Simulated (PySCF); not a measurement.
The same groups moved round the core (quinoline fluoro+boryl). Gas-phase values, no solvent. One relaxed conformer stands for each flexible species; it need not be the lowest. Strings in code marks are SMILES.

The brightest of the four lowest singlets (TDA) from two functionals at the same geometries (B3LYP-D3(BJ)/def2-SVP), both in PySCF: PBE-D3(BJ)/def2-TZVP and B3LYP-D3(BJ)/def2-TZVP. B3LYP has the VWN-RPA correlation part, as in Gaussian. Excitations are Tamm–Dancoff values on a coarser integration grid. The basis has no diffuse functions, so Rydberg states are missing or too high.

```csv
species,PBE-D3(BJ)/def2-TZVP (eV),B3LYP-D3(BJ)/def2-TZVP (eV)
`Bc1c(F)ccc2ncccc12`,3.82,4.21
`Bc1cc(F)c2ccccc2n1`,4.04,4.30
`Bc1c2ncccc2cc(F)c1`,3.70,4.04
`c12ncccc2c(F)ccc1B`,3.98,4.28
```

Over these rows, drawn at random from the members with no instability flagged (it was tested for open shells, ions and some series alone), PBE minus B3LYP-D3(BJ): mean -0.33 eV, from -0.39 eV to -0.27 eV.
